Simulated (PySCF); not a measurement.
Ga(F)2(vinyl) (C2H3F2Ga), SMILES C=[CH][Ga]([F])[F]. Atoms are numbered in the order given.

```xyz
8

Ga    -0.0427    -0.3203     0.0000
F     -0.9687    -1.8064     0.0000
F      1.6884    -0.6032     0.0000
C     -0.7587     1.4729     0.0000
C      0.0666     2.5296     0.0000
H     -1.8434     1.6235     0.0000
H     -0.3137     3.5582     0.0000
H      1.1562     2.4185     0.0000
```
Charge 0, spin multiplicity 1.

Coordinates come from a B3LYP-D3(BJ)/def2-SVP optimisation. One conformer was computed; it need not be the lowest.

The numbers are results of PySCF with TDA-ωB97X/def2-SVPD, not measurements.

Vertical excitations. The molecule is in vacuum. State labels are in the subgroup Cs.

Computed lowest excited states:
| state | symmetry | energy (eV) | λ (nm) | f | main pairs |
|---|---|---|---|---|---|
| S1 | A" | 6.38 | 194 | 0.011 | HOMO−1→LUMO 93 % |
| S2 | A' | 7.15 | 173 | 0.368 | HOMO→LUMO 94 % |
| S3 | A" | 7.28 | 170 | 0.026 | HOMO→LUMO+1 88 % |
| S4 | A' | 7.95 | 156 | 0.326 | HOMO−1→LUMO+1 77 % |
| S5 | A" | 8.37 | 148 | 0.006 | HOMO−4→LUMO 40 %, HOMO−1→LUMO+2 39 %, HOMO−7→LUMO 8 % |
| S6 | A" | 8.52 | 145 | 0.000 | HOMO−2→LUMO 84 % |
| S7 | A' | 8.66 | 143 | 0.017 | HOMO−2→LUMO+1 71 %, HOMO−3→LUMO 12 % |
| S8 | A" | 8.77 | 141 | 0.014 | HOMO−3→LUMO+1 50 %, HOMO→LUMO+3 22 % |
| S9 | A" | 8.80 | 141 | 0.003 | HOMO−7→LUMO 26 %, HOMO−1→LUMO+2 25 %, HOMO−6→LUMO 13 %, HOMO−3→LUMO+1 12 % |
| S10 | A" | 8.85 | 140 | 0.037 | HOMO→LUMO+3 61 %, HOMO−3→LUMO+1 20 % |
| T1 | A' | 4.20 | 295 | 0 | HOMO→LUMO 80 %, HOMO→LUMO+2 15 % |
| T2 | A" | 5.79 | 214 | 0 | HOMO−1→LUMO 92 % |
| T3 | A' | 6.97 | 178 | 0 | HOMO−1→LUMO+1 79 % |
| T4 | A" | 7.10 | 175 | 0 | HOMO→LUMO+1 86 % |
Triplets are in the Tamm–Dancoff approximation.
